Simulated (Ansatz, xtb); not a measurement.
**Relative energy of two isomers of C2H8Ge2Si**

Structure a: `C#[C][GeH2][SiH2][GeH3]`, a singlet. Structure b: `C#C[SiH2][GeH2][GeH3]`, a singlet. Both are isolated molecules in the gas phase, relaxed with B3LYP/def2-SVP, each in the lowest conformer that the search found.

Quicker runs give these differences E(b) − E(a): GFN2-xTB −0.237 eV; HF/STO-3G −0.111 eV (at GFN2-xTB geometries); r2SCAN-D4/def2-SVP −0.334 eV (at GFN2-xTB geometries).

**Question.** Estimate E(b) − E(a) at the level CCSD(T)/def2-SVP + ΔMP2/def2-TZVPP.

**Answer.** Calculated at CCSD(T)/def2-SVP + ΔMP2/def2-TZVPP: E(b) − E(a) = −0.308 eV, so structure b lies lower.

Level by level:

```tsv
level	geometry	E(b) − E(a) (eV)	departure from the last row (eV)	job, with rough time for the two
GFN2-xTB	GFN2-xTB	−0.237	+0.071	optimisation, 0.64 s
HF/STO-3G	GFN2-xTB	−0.111	+0.197	single point, 3 s
r2SCAN-D4/def2-SVP	GFN2-xTB	−0.334	−0.026	single point, 10 s
B3LYP/def2-SVP	B3LYP/def2-SVP	−0.340	−0.032	optimisation, 4.9 min
HF/def2-SVP	B3LYP/def2-SVP	−0.320	−0.013	part of the CCSD(T) run
MP2/def2-SVP	B3LYP/def2-SVP	−0.316	−0.009	part of the CCSD(T) run
CCSD(T)/def2-SVP	B3LYP/def2-SVP	−0.298	+0.010	single point
CCSD(T)/def2-SVP + ΔMP2/def2-TZVPP	B3LYP/def2-SVP	−0.308		single point, 5.2 min
```

As drawn, b has 1 C–Si, 1 Ge–Ge in place of 1 C–Ge, 1 Ge–Si.

The levels shown agree on the order. The largest departure from CCSD(T)/def2-SVP + ΔMP2/def2-TZVPP is that of HF/STO-3G, 0.197 eV. A small imaginary or near-zero mode remains, so no thermal terms are given. The last row adds to CCSD(T) the change of the MP2 difference between the two basis sets, here −0.010 eV.

The correlated steps freeze 25 core orbitals; the filled d shell of Ge is correlated, in a basis made for valence electrons. Codes used: Ansatz 0.2.0, xtb 6.7.1; the last row on 2 threads of AMD EPYC (Zen 3) on a shared host.
